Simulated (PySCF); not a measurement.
Electron correlation in Be (beryllium, neutral)

[He] 2s2, closed-shell 1S. Calculation: PySCF 2.14, in aug-cc-pVDZ-DK; the spin-free X2C one-electron Hamiltonian (Gaussian nucleus). Frozen: 1s2; 2 electrons correlated.

Total MP2 correlation energy: -25.77 mhartree.

Same-spin part 0.00 and opposite-spin part -25.77 mhartree; SCS-MP2 scales them by 1/3 and 6/5 to -30.93 mhartree.

With two correlated electrons CCSD is exact within the correlated space (frozen core and kept virtual orbitals).

| level | correlation energy (mhartree) |
| --- | --- |
| CCSD | -44.50 |

Diagnostics: T1 = 0.019, D1 = 0.0275, largest double amplitude 0.132.

Cost of the coupled-cluster step: 0.06 s of wall time on 1 thread of Neoverse-V1 (shared host), for 2 correlated electrons.

Iterations:

```
CC2 = 0
CCSD nocc = 1, nmo = 22
frozen orbitals [0]
max_cycle = 100
direct = 0
conv_tol = 1e-08
conv_tol_normt = 1e-06
diis_space = 8
diis_start_cycle = 0
Init t2, MP2 energy = -14.6006577949959  E_corr(MP2) -0.0257715783867171
Init E_corr(CCSD) = -0.0257715783873703
cycle = 1  E_corr(CCSD) = -0.0350742549889057  dE = -0.0093026766  norm(t1,t2) = 0.064864
cycle = 2  E_corr(CCSD) = -0.039360421868085  dE = -0.00428616688  norm(t1,t2) = 0.0354698
cycle = 3  E_corr(CCSD) = -0.0445646496067248  dE = -0.00520422774  norm(t1,t2) = 0.0202084
cycle = 4  E_corr(CCSD) = -0.04447131994385  dE = 9.33296629e-05  norm(t1,t2) = 0.000847652
cycle = 5  E_corr(CCSD) = -0.0445210311486451  dE = -4.97112048e-05  norm(t1,t2) = 0.000211896
cycle = 6  E_corr(CCSD) = -0.0445036632538659  dE = 1.73678948e-05  norm(t1,t2) = 6.70542e-05
cycle = 7  E_corr(CCSD) = -0.0445042989633627  dE = -6.35709497e-07  norm(t1,t2) = 8.81222e-06
cycle = 8  E_corr(CCSD) = -0.0445045457142271  dE = -2.46750864e-07  norm(t1,t2) = 2.53703e-06
cycle = 9  E_corr(CCSD) = -0.0445043079082087  dE = 2.37806018e-07  norm(t1,t2) = 1.20167e-06
cycle = 10  E_corr(CCSD) = -0.0445042627468063  dE = 4.51614024e-08  norm(t1,t2) = 1.76273e-07
cycle = 11  E_corr(CCSD) = -0.0445042668184159  dE = -4.07160956e-09  norm(t1,t2) = 3.26688e-08
CCSD converged
E(CCSD) = -14.61939048342763  E_corr = -0.04450426681841588
```
